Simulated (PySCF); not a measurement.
Constitutional and geometric isomers with formula C3H3Cl. Isolated molecules, 0 K electronic values unless said otherwise. Strings in code marks are SMILES.

All values below come from PBE-D3(BJ)/def2-TZVP // B3LYP-D3(BJ)/def2-TZVP in PySCF. All candidates: neutral, multiplicity 1. Excitations are Tamm–Dancoff values on a coarser integration grid. The basis has no diffuse functions, so Rydberg states are missing or too high.

```yaml
dipole_moment: 0.93 D
HOMO: -6.08 eV
T1 excitation (TDA): 4.13 eV
```

Q: Identify which member has these values.
(A) `ClC1=CC1`
(B) `C#CCCl`
(C) `C=C=CCl`

A: A, `ClC1=CC1`. The others give `C#CCCl`: 1.68 D, -6.90 eV, 4.89 eV; `C=C=CCl`: 1.63 D, -6.20 eV, 4.10 eV
